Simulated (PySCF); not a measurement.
**H₃TaS: fields on a plane**

Level of theory: PBE0 in PySCF with Ta def2-TZVP with ECP60, S def2-TZVP, H def2-TZVP; scalar-relativistic core potentials, no spin–orbit coupling; density-fitted integrals.

The singlet minimum has Ta–H 1.774 Å (×3), Ta–S 2.122 Å; H–Ta–H 114.8° (×3), H–Ta–S 103.4° (×3).

The plane holds Ta1 at (0.00, 0.00), S2 at (2.12, 0.00), H3 at (-0.41, 1.73) Å. Columns run from x = -2.55 to 4.35 Å, rows from y = 4.05 (top) to -1.95 Å, in steps of 0.3 Å. Other isomers or separated fragments may lie lower. Core electrons replaced by a potential are absent, the electrostatic potential uses the reduced nuclear charge, and values within about 0.7 Å of such atoms have no physical meaning.

Question: Give the electron density (e/Å³) (cut at 5 e/Å³). Lower edges of the bins (e/Å³): '0' 0.000, '1' 0.030, '2' 0.076, '3' 0.151, '4' 0.268, '5' 0.455, '6' 0.750, '7' 1.218, '8' 1.960, '9' 3.136; top 5.00.

Answer: 
```
000000000000000000000000
000000000000000000000000
000000000000000000000000
000000000000000000000000
000000010000000000000000
000001122110000000000000
000012343211000000000000
000013565421000000000000
000124686432111111000000
000123566532222222110000
000123556543334444321000
000013567764456665431000
000013699996567887542100
000024892197678998642100
000024892297678998642100
000013699996567887542100
000012467865456665431000
000001234433334444321000
000000111211222222110000
000000000001111111000000
000000000000000000000000
```

Question: Give the electrostatic potential (V) (cut at 20 V). Lower edges of the bins (V): '0' -0.48, '1' -0.36, '2' -0.17, '3' 0.13, '4' 0.61, '5' 1.38, '6' 2.59, '7' 4.51, '8' 7.55, '9' 12.36; top 20.0.

Answer: 
```
222222222211111111111222
222222221111111111111112
322222211111111111111111
322222211111111111111111
332222222110000001111111
333223444310000000011111
333334676421000000001111
333346899643210000000111
444446999754322222111111
444556898776544454321111
455567899998666777542111
556678999999879999753211
556789999999999999974211
556789999999999999975311
556789999999999999975311
556789999999999999974211
556678999999889999753211
455677899998766777542111
445566788877544554321111
444556667665433222211111
444455555555432111111111
```

No spin–orbit coupling is included, which matters more the heavier the element.
